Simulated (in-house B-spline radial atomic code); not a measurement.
Values are calculated unless marked as measured or tabulated.
Making a Troullier-Martins s channel for Ag, r_c = 1.08 bohr

Ag, [Kr] 4d10 5s1, non-relativistic LDA (VWN5), spherical and spin-unpolarised, from an all-electron radial atomic-structure program (B-spline basis) (atomic units). The all-electron 4s level is ε = -3.223092 hartree, its outermost node lies just inside 0.47 bohr and its outer maximum at 0.85 bohr.

Inside r_c the pseudo-orbital is u(r) = r^1 exp(p(r)), with p = c0 + c2 r² + c4 r⁴ + … + c12 r¹². The seven coefficients follow from p and its first four derivatives at r_c, from zero curvature of the screened potential at the origin, c4 = −c2²/(2l + 5), and from the norm inside r_c. At r_c the all-electron orbital has P = 1.01965, P' = -1.269011, the screened potential V = -4.085097, V' = 9.917154, V'' = -30.76055, and the norm inside is Q = 0.6970997.

Question: What are p, p' and p'' at r_c?

Answer: p = ln(P/r_c^1) = ln(1.01965/1.08) = -0.05750. p' = P'/P − 1/r_c = -1.24456 − 0.92593 = -2.17048. The radial equation gives p'' = 2(V − ε) − 2(1) p'/r_c − p'² = -1.72401 − (-4.01941) − 4.71099 = -2.41559. Differentiating, p''' = 2V' + 2(1)p'/r_c² − 2(1)p''/r_c − 2p'p'' = 10.1, and p'''' = 2V'' − 4(1)p'/r_c³ + 4(1)p''/r_c² − 2(1)p'''/r_c − 2p''² − 2p'p''' = -49.443.

For a trial c2 the five matching conditions are linear in c0, c6, c8, c10 and c12, and c2 is varied until the norm inside r_c equals Q. The root nearest zero gives:

| n | c_n |
| --- | --- |
| 0 | -0.2438832 |
| 2 | 2.501218 |
| 4 | -1.251218 |
| 6 | -4.693668 |
| 8 | 6.472983 |
| 10 | -3.290976 |
| 12 | 0.6129147 |

Question: Check c4 and p(r_c), and find the screened pseudopotential at the origin.

Answer: −c2²/5 = -1.25122, as listed. The terms c_n r_c^n are -0.24388, 2.91742, -1.70227, -7.44826, 11.98104, -7.10497, 1.54342, which sum to -0.05750. Inverting the radial equation, V_l(r) = ε + 1 p'/r + (p'' + p'²)/2, so V_l(0) = ε + (2l + 3) c2 = -3.223092 + 3 × (2.50122) = 4.2806 hartree, finite where the all-electron potential diverges.

Orbitals and screened potentials:

```tsv
r (bohr)	P	u	V all-electron	V pseudo
0.108	0.4162	0.08712	-281.8	4.264
0.27	-0.6582	0.2518	-70.35	3.67
0.432	-0.129	0.5049	-30.55	0.8882
0.594	0.7358	0.8516	-16.41	-4.297
0.756	1.155	1.141	-9.789	-7.903
0.918	1.183	1.181	-6.186	-6.56
1.08	1.02	1.02	-4.085	-4.085
```

Logarithmic derivatives P'/P at R = 1.38 bohr, for energies E around ε:

```
E − ε (hartree)  all-electron     pseudo
           -0.5     -0.274982  -0.278181
          -0.25     -0.933832  -0.935041
           -0.1      -1.45049   -1.45075
              0       -1.8692    -1.8692
            0.1      -2.36888   -2.36928
           0.25      -3.33553   -3.33914
            0.5      -6.04026   -6.07269
```

Question: With P(R) = 0.6299533 and a norm of 0.9035854 inside R, what slope in energy does norm conservation fix?

Answer: d(P'/P)/dE = −2 × (norm inside R)/P(R)² = -4.5539 per hartree·bohr at E = ε, for both atoms, since orbital and norm agree at R. Differences over ±0.1 hartree give -4.5919 (all-electron) and -4.5926 (pseudo), which also hold third-order terms. Half a hartree below ε the two curves differ by -0.0032.
